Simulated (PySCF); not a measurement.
Atomic charges against the basis set

Species: HC(Cl)(F)CF2OMe, C₃H₄ClF₃O.
SMILES with atom numbers: `[CH3:1][O:2][C:3]([F:4])([F:5])[C@H:6]([F:7])[Cl:8]` (hydrogens: H9, H10, H11 on C1; H12 on C6)

PBE0 throughout (PySCF), one geometry, spherical d and f functions. One conformer (not necessarily the lowest) at the PBE0-D3(BJ)/def2-SVP geometry, without solvent, vibrations or thermal averaging. The first 7 of 10 kinds of atom are listed.

Mulliken charges (e):

| basis | functions | C1 | O2 | C3 | F4 | F5 | C6 | F7 |
| --- | --- | --- | --- | --- | --- | --- | --- | --- |
| STO-3G | 48 | -0.138 | -0.224 | +0.327 | -0.109 | -0.116 | +0.053 | -0.064 |
| pcSseg-0 | 84 | -0.356 | -0.659 | +0.947 | -0.333 | -0.338 | -0.054 | -0.324 |
| 6-31G | 84 | -0.268 | -0.495 | +0.739 | -0.278 | -0.289 | -0.121 | -0.273 |
| 6-31G* | 124 | -0.306 | -0.478 | +0.891 | -0.313 | -0.328 | +0.003 | -0.286 |
| cc-pVDZ | 136 | +0.048 | -0.296 | +0.444 | -0.181 | -0.196 | +0.140 | -0.172 |
| def2-SVP | 136 | +0.107 | -0.351 | +0.459 | -0.198 | -0.211 | +0.230 | -0.201 |
| pcSseg-1 | 163 | -0.057 | -0.488 | +0.735 | -0.280 | -0.292 | +0.180 | -0.268 |
| aug-cc-pVDZ | 224 | +0.683 | -0.576 | +1.464 | -0.490 | -0.506 | +0.464 | -0.471 |
| 6-311+G(2d,p) | 248 | -0.284 | -0.314 | +0.603 | -0.322 | -0.337 | +0.089 | -0.214 |
| def2-TZVP | 278 | -0.256 | -0.241 | +0.392 | -0.172 | -0.178 | +0.140 | -0.158 |
| cc-pVTZ | 300 | -0.133 | -0.241 | +0.437 | -0.174 | -0.183 | +0.167 | -0.158 |
| IGLO-III | 329 | -0.262 | -0.214 | +0.474 | -0.205 | -0.213 | -0.007 | -0.218 |

IAO charges (e):

```csv
basis,functions,C1,O2,C3,F4,F5,C6,F7
STO-3G,48,-0.265,-0.227,+0.389,-0.139,-0.147,-0.018,-0.091
pcSseg-0,84,-0.238,-0.350,+0.645,-0.268,-0.278,+0.102,-0.240
6-31G,84,-0.259,-0.343,+0.639,-0.272,-0.281,+0.110,-0.248
6-31G*,124,-0.217,-0.365,+0.708,-0.287,-0.297,+0.149,-0.263
cc-pVDZ,136,-0.217,-0.360,+0.703,-0.287,-0.297,+0.152,-0.264
def2-SVP,136,-0.208,-0.360,+0.702,-0.289,-0.299,+0.154,-0.268
pcSseg-1,163,-0.216,-0.365,+0.703,-0.292,-0.302,+0.153,-0.271
aug-cc-pVDZ,224,-0.224,-0.365,+0.712,-0.295,-0.305,+0.156,-0.277
"6-311+G(2d,p)",248,-0.226,-0.367,+0.711,-0.295,-0.305,+0.152,-0.278
def2-TZVP,278,-0.224,-0.369,+0.720,-0.297,-0.307,+0.154,-0.279
cc-pVTZ,300,-0.225,-0.368,+0.719,-0.296,-0.306,+0.155,-0.276
IGLO-III,329,-0.226,-0.368,+0.715,-0.296,-0.306,+0.150,-0.280
```

Hirshfeld charges (e):

```json
{"basis": "STO-3G", "functions": "48", "C1": "+0.042", "O2": "-0.156", "C3": "+0.239", "F4": "-0.083", "F5": "-0.091", "C6": "+0.156", "F7": "-0.033"}
{"basis": "pcSseg-0", "functions": "84", "C1": "-0.024", "O2": "-0.135", "C3": "+0.220", "F4": "-0.100", "F5": "-0.105", "C6": "+0.079", "F7": "-0.089"}
{"basis": "6-31G", "functions": "84", "C1": "-0.015", "O2": "-0.153", "C3": "+0.227", "F4": "-0.102", "F5": "-0.110", "C6": "+0.086", "F7": "-0.092"}
{"basis": "6-31G*", "functions": "124", "C1": "-0.017", "O2": "-0.141", "C3": "+0.220", "F4": "-0.094", "F5": "-0.102", "C6": "+0.087", "F7": "-0.080"}
{"basis": "cc-pVDZ", "functions": "136", "C1": "-0.034", "O2": "-0.122", "C3": "+0.212", "F4": "-0.089", "F5": "-0.095", "C6": "+0.066", "F7": "-0.074"}
{"basis": "def2-SVP", "functions": "136", "C1": "-0.035", "O2": "-0.128", "C3": "+0.218", "F4": "-0.095", "F5": "-0.100", "C6": "+0.068", "F7": "-0.085"}
{"basis": "pcSseg-1", "functions": "163", "C1": "-0.035", "O2": "-0.134", "C3": "+0.223", "F4": "-0.094", "F5": "-0.099", "C6": "+0.069", "F7": "-0.086"}
{"basis": "aug-cc-pVDZ", "functions": "224", "C1": "-0.041", "O2": "-0.138", "C3": "+0.213", "F4": "-0.093", "F5": "-0.098", "C6": "+0.057", "F7": "-0.088"}
{"basis": "6-311+G(2d,p)", "functions": "248", "C1": "-0.032", "O2": "-0.140", "C3": "+0.212", "F4": "-0.095", "F5": "-0.101", "C6": "+0.058", "F7": "-0.089"}
{"basis": "def2-TZVP", "functions": "278", "C1": "-0.037", "O2": "-0.135", "C3": "+0.213", "F4": "-0.094", "F5": "-0.099", "C6": "+0.061", "F7": "-0.087"}
{"basis": "cc-pVTZ", "functions": "300", "C1": "-0.040", "O2": "-0.130", "C3": "+0.215", "F4": "-0.091", "F5": "-0.097", "C6": "+0.061", "F7": "-0.082"}
{"basis": "IGLO-III", "functions": "329", "C1": "-0.041", "O2": "-0.139", "C3": "+0.212", "F4": "-0.095", "F5": "-0.099", "C6": "+0.056", "F7": "-0.091"}
```

Question: Which scheme is steadiest as the basis changes?

Answer: Largest range over the bases for any column: Hirshfeld 0.10 e, IAO 0.33 e, Mulliken 1.14 e. Hirshfeld charges move least and Mulliken charges most, counted in e. Without the minimal STO-3G basis the ranges are Hirshfeld 0.03, IAO 0.08, Mulliken 1.07 e.

Question: How much do the charges still move between the two largest bases, cc-pVTZ and IGLO-III?

Answer: At most, over all atoms: Mulliken 0.177 e, IAO 0.009 e, Hirshfeld 0.028 e.

Question: What do the same runs give for the total energy, the frontier levels and the dipole moment?

Answer: 
| basis | energy (Eh) | HOMO (eV) | LUMO (eV) | μ (D) |
| --- | --- | --- | --- | --- |
| STO-3G | -939.2764 | -5.58 | 4.21 | 2.34 |
| pcSseg-0 | -949.3387 | -9.14 | 0.70 | 3.18 |
| 6-31G | -950.8363 | -9.10 | 0.56 | 3.10 |
| 6-31G* | -950.9909 | -8.86 | 0.76 | 2.59 |
| cc-pVDZ | -951.0519 | -8.88 | 0.84 | 2.57 |
| def2-SVP | -950.5060 | -8.87 | 1.07 | 2.60 |
| pcSseg-1 | -950.9613 | -9.10 | 0.57 | 2.79 |
| aug-cc-pVDZ | -951.0973 | -9.11 | -0.14 | 2.63 |
| 6-311+G(2d,p) | -951.1947 | -9.12 | 0.07 | 2.67 |
| def2-TZVP | -951.2461 | -9.05 | 0.47 | 2.58 |
| cc-pVTZ | -951.2282 | -9.02 | 0.53 | 2.55 |
| IGLO-III | -951.2485 | -9.04 | 0.42 | 2.58 |

The dipole is fixed by the density alone, so its range of 0.84 D shows that the density itself changes with the basis, not only its division among atoms.
